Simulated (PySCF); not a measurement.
Problem. What does the PBE0-D3(BJ)/def2-SVP structure of `[H]/[C]=C/[Si](C=C)(C=C)C=C` [radical] look like in three dimensions? (Doublet state.)

Solution. 
Z-matrix in Å and degrees, rows numbered from 1:
```
C 
C   1  1.3121
Si  2  1.8849  1  122.90
C   3  1.8746  2  109.00  1  -116.16
C   4  1.3385  3  123.68  2  -132.39
C   3  1.8750  2  108.68  1   124.95
C   6  1.3384  3  123.49  2  -135.32
C   3  1.8705  2  109.35  1     4.38
C   8  1.3380  3  123.40  2  -138.72
H   1  1.0921  2  139.15  3   179.76
H   2  1.1075  1  119.42  3  -179.72
H   4  1.0987  3  118.00  2    48.76
H   5  1.0962  4  122.26  3  -178.99
H   5  1.0963  4  121.44  3     0.97
H   6  1.0989  3  118.52  2    45.35
H   7  1.0962  6  122.26  3  -179.49
H   7  1.0963  6  121.42  3     0.61
H   8  1.0982  3  118.11  2    42.28
H   9  1.0964  8  121.51  3     1.15
H   9  1.0962  8  122.26  3  -179.02
```

The 4 C–C bonds span 1.312 Å (C1=C2, drawn double) to 1.338 Å (C4=C5, drawn double), a spread of 0.026 Å. Of the pairs four or more bonds apart, C6···H14 is among the closest relative to their van der Waals radii: 2.83 Å, 98 % of the sum of Bondi's values. C5 (carbon bonded to C and 2 H) is planar (angles 122.3°, 121.4° and 116.3°, sum 360.0°, 0.00 Å off the plane of its three neighbours). C1 (carbon bonded to C and H) is bent (angle 139.2°).

Level of theory: PySCF, PBE0-D3(BJ)/def2-SVP geometry optimisation, gas phase.

Point group: C1 (no symmetry element, even within 0.4 Å). Not checked by PBE0-D3(BJ)/def2-SVP frequencies. ⟨S²⟩ = 0.765 (exact for a doublet: 0.75). Torsions: C1–C2–Si3–C4 -116°, C2–Si3–C4–C5 -132°, C2–Si3–C6–C7 -135°, C2–Si3–C8–C9 -139°.

One conformer stands for the species.
